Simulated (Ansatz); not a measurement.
I2 (`II`), 2 atoms. Charge 0, multiplicity 1. Correlated methods include outer-core shells of I, which these sets cover unevenly. I: def2 effective core potential. All runs use 4 threads of an Arm Neoverse V2 on a shared host. Correlated methods freeze the cores. Open-shell runs search over several starts.

Question: How many basis functions does each run have, and how long does it take in Ansatz? UHF-CCSD(T)/def2-TZVPP energy of the cation; UKS B2PLYP (frozen core)/def2-TZVPP energy of the cation; RKS ωB97M-V/def2-SVP energy; RKS PBE0-D4/def2-TZVP frequencies; RKS PBE0-D4/def2-QZVPP energy; RKS BHLYP-D4/def2-TZVPP energy; RKS PBE0-D4/def2-TZVP relaxation (5 steps); direct RPA on PBE orbitals/def2-TZVPP energy; UKS ωB97M-V/def2-TZVPP energy of the cation; RKS PBE0-D4/def2-SVP energy; RKS B3LYP-D4/def2-TZVPP energy and forces; RKS ωB97M-V/def2-TZVPP energy and forces. (Estimate.)

Answer: Computed: Other jobs shared the machine, so times are rough.

```
                                level                   job  functions  wall time  peak host memory (GiB)
                 RKS PBE0-D4/def2-SVP                energy         52      0.4 s                    0.19
              RKS BHLYP-D4/def2-TZVPP                energy        100     0.55 s                    0.19
              RKS B3LYP-D4/def2-TZVPP     energy and forces        100      0.6 s                    0.19
               RKS PBE0-D4/def2-QZVPP                energy        164      0.9 s                    0.31
direct RPA on PBE orbitals/def2-TZVPP                energy        100     0.95 s                    0.21
                 RKS ωB97M-V/def2-SVP                energy         52      1.4 s                    0.19
               RKS ωB97M-V/def2-TZVPP     energy and forces        100      1.8 s                    0.23
  UKS B2PLYP (frozen core)/def2-TZVPP  energy of the cation        100      1.9 s                    0.25
                RKS PBE0-D4/def2-TZVP           frequencies        100      3.5 s                    0.19
                RKS PBE0-D4/def2-TZVP  relaxation (5 steps)        100      3.9 s                    0.18
               UKS ωB97M-V/def2-TZVPP  energy of the cation        100      5.5 s                    0.37
               UHF-CCSD(T)/def2-TZVPP  energy of the cation        100      9.5 s                    0.75
```

B3LYP here is the variant with VWN-RPA as its local correlation; programs differ in this.
